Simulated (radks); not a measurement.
Species: the neodymium ion Nd2+. Configuration: [Xe] 4f2 5d1 6p1 (not the ground configuration). All-electron calculation, Dirac Kohn-Sham, BLYP, spin-unpolarised, spherical densities, point nucleus; open shells are shared between the two j in proportion to 2j + 1. Program: a radial shooting solver on a logarithmic mesh with Libxc functionals.

Spin-orbit splittings of the eigenvalues, e(l+1/2) - e(l-1/2), with zeta = 2 splitting/(2l+1) and mean radii in bohr:

\begin{tabular}{lrrrrr}
shell & occ. & splitting (eV) & zeta (eV) & <r> j=l-1/2 & <r> j=l+1/2 \\ \hline
2p & 6 & 520.2 & 346.8 & 0.08422 & 0.09063 \\
3p & 6 & 103.8 & 69.18 & 0.2557 & 0.2682 \\
3d & 10 & 22.42 & 8.967 & 0.2395 & 0.2434 \\
4p & 6 & 22.85 & 15.23 & 0.6204 & 0.6480 \\
4d & 10 & 4.090 & 1.636 & 0.6926 & 0.7022 \\
4f & 2 & 0.5084 & 0.1453 & 0.9102 & 0.9180 \\
5p & 6 & 3.617 & 2.411 & 1.562 & 1.637 \\
5d & 1 & 0.3764 & 0.1506 & 2.239 & 2.274 \\
6p & 1 & 0.5555 & 0.3703 & 3.927 & 4.079 \\
\end{tabular}
